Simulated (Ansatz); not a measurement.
Calculated with Ansatz (gas phase, PBE0-D4/def2-TZVP geometries, no zero-point term in ΔE). CCSD(T)/CBS adds triple-zeta CCSD(T) − MP2 to the extrapolated MP2 energy (def2 sets, frozen cores). This one scheme is used for every species. Functionals use def2-TZVPP. For Ga outer-core shells are correlated without core-valence functions, which leaves a few kJ/mol of doubt a bond. Scalar relativity is left out up to krypton. One conformer a species, not always the lowest.

`S[SiH2][GaH2]` + ethylene → `C=[CH][GaH2]` + `[SiH3]S`  (formal exchange of groups at a Ga–Si bond)

CCSD(T)/CBS gives +15.9 kJ/mol.

Question: Another level gave +24.2 kJ/mol. Which?
A. BLYP-D4/def2-TZVPP
B. revPBE-D4/def2-TZVPP
C. ωB97X-V/def2-TZVPP
D. RPA@PBE/def2-TZVPP

Answer: A. BLYP-D4 24.2, ωB97X-V 16.1, revPBE-D4 28.8, RPA@PBE/def2-TZVPP 10.5 kJ/mol.

Largest T1 diagnostic among the species: 0.013.

From PBE to PBE0 (25 % exact exchange), in def2-TZVPP and without D4, ΔE moves by −3.6 kJ/mol. Leaving LDA and LC-ωPBE aside and taking each functional with its dispersion term where it has one, the values, not all of them listed here, spread over 15.7 kJ/mol, from B2PLYP to PBE-D4.
